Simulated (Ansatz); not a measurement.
Cost and result for the atomization energy of Cl$_{2}$HSSn, SMILES `[SH][Sn]([Cl])[Cl]` radical (5 atoms, 4 bonds).

The species carries charge 0 and has multiplicity 2. Correlated methods include outer-core shells of Sn, which these sets cover unevenly. Sn takes the def2 core potential. The structure was optimised at the PBE0-D4/def2-TZVP level. It is one conformer, not always the lowest. Program: Ansatz. All runs use 4 threads of a server CPU on a shared host. Times are those of one run each, without the atoms' runs, and a repeat can differ threefold. Electronic energies, without spin–orbit coupling; frozen cores. CCSD(T)/CBS adds CCSD(T) − MP2 in def2-TZVPP to the MP2 limit, and its time is that of the two runs behind it. T1 = 0.016; ⟨S²⟩ of the reference is 0.77. With those shells the extrapolation isn't a true limit. B3LYP takes the VWN-RPA correlation (the form of Gaussian; ORCA's B3LYP/G). HSE06 is the plane-wave form, built on full-range PBE exchange.

CCSD(T)/CBS is a level of theory with its own doubt, some kJ/mol a heavy atom from the limit and from the frozen cores, so smaller differences don't rank the functionals.

| level | functions | wall time | atomization (kcal/mol) | difference from CCSD(T)/CBS | per bond |
| --- | --- | --- | --- | --- | --- |
| LDA (SPW92)/def2-TZVPP | 190 | 1.6 s | 360.1 | 54.9 | 13.7 |
| revPBE-D4/def2-TZVPP | 190 | 2.8 s | 303.9 | -1.3 | -0.3 |
| PBE-D4/def2-TZVPP (with forces) | 190 | 3.1 s | 314.4 | 9.2 | 2.3 |
| BLYP-D4/def2-TZVPP | 190 | 3.3 s | 302.0 | -3.2 | -0.8 |
| B3LYP-D4/def2-TZVPP (with forces) | 190 | 6 s | 299.8 | -5.4 | -1.3 |
| HSE06-D4/def2-TZVPP | 190 | 6 s | 305.6 | 0.4 | 0.1 |
| PBE-QIDH/def2-TZVPP | 190 | 6 s | 299.8 | -5.4 | -1.3 |
| CCSD(T)/def2-SVP | 85 | 6.5 s | 264.4 | -40.8 | -10.2 |
| r2SCAN-D4/def2-TZVPP (with forces) | 190 | 7.5 s | 310.3 | 5.1 | 1.3 |
| ωB97X-V/def2-TZVPP | 190 | 11 s | 306.5 | 1.3 | 0.3 |
| MP2/def2-QZVPP | 322 | 15 s | 306.4 | 1.2 | 0.3 |
| CCSD(T)/def2-TZVPP | 190 | 4.2 min | 289.0 | -16.2 | -4.1 |
| CCSD(T)/CBS(def2) | – | 4.4 min | 305.2 | 0.0 | 0.0 |

The D4 term adds +7.4 kcal/mol with B3LYP and +3.9 kcal/mol with PBE0; it sums over pairs of atoms, weighted by their polarisabilities, and B3LYP, whose exchange is more repulsive, gets the larger term. At CCSD(T), def2-SVP lies −40.8 kcal/mol from the extrapolated value and def2-TZVPP −16.2 kcal/mol: correlation converges slowly with the basis, and small sets miss more of it in the bonded molecule than in its fragments. From PBE to PBE0 (25 % exact exchange), in def2-TZVPP and without D4, the atomization energy moves by −8.5 kcal/mol: exact exchange takes away binding that semilocal exchange gives to molecules.

Spin–orbit coupling would lower the free Sn atoms strongly, and the atomization energy with them, by more than many differences here. For some Ge, Se and Sn compounds the MP2-based and the directly extrapolated limit differ by 10 to 25 kJ/mol.
